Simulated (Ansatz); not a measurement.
`CCB(C)S` + H–F → `CCB(C)F` + H₂S at 600 K and 1 bar (ligand exchange at a B–S bond).

Calculated with Ansatz (gas phase, PBE0-D4/def2-TZVP geometries, no zero-point term in ΔE). CCSD(T)/CBS adds triple-zeta CCSD(T) − MP2 to the extrapolated MP2 energy (def2 sets, frozen cores). This one scheme is used for every species. Each species was taken in one conformer, which may not be the lowest.

```tsv
species	CCSD(T)/CBS energy (Eh)	H − E (kJ/mol)	S (J/(mol·K))
`CCB(C)S`	-542.19731	374.4	462.9
H–F	-100.39570	42.3	194.0
`CCB(C)F`	-243.64137	348.3	446.8
H₂S	-398.97279	60.8	230.9
```

H − E and S are ideal-gas, rigid-rotor, harmonic terms from PBE0-D4/def2-TZVP, for one conformer and one mirror image of each species. 1 Eh = 2625.50 kJ/mol, R = 8.31446 J/(mol·K).

Problem. By hand: ΔE, ΔH, ΔS and ΔG.

Solution. ΔE = (-243.64137) + (-398.97279) − (-542.19731) − (-100.39570) = -0.02115 Eh = -55.5 kJ/mol. Δ(H − E) = 348.3 + 60.8 − 374.4 − 42.3 = -7.6, so ΔH = -63.1 kJ/mol. ΔS = 446.8 + 230.9 − 462.9 − 194.0 = 20.8 J/(mol·K). ΔG = -63.1 − 600 × (20.8)/1000 = -75.6 kJ/mol.

Problem. By hand: the equilibrium constant, and the temperature at which ΔG would vanish if ΔH and ΔS stayed fixed.

Solution. log₁₀ K = −ΔG/(RT ln 10) = 6.6. ΔH and −TΔS have one sign here, so there is no such temperature.

ΔH outweighs TΔS. A doubt of 5 kJ/mol in ΔE shifts log₁₀ K by 0.4 here. Other conformers and mirror images would add mixing entropy, several J/(mol·K) or more a flexible species. Modes under 60 cm⁻¹, often nearly free rotors, make the harmonic entropy too high. These are equilibria of isolated gas molecules and say nothing of rates. Largest T1 diagnostic: 0.011 (customary marks: 0.02 for closed shells, 0.045 for open ones).
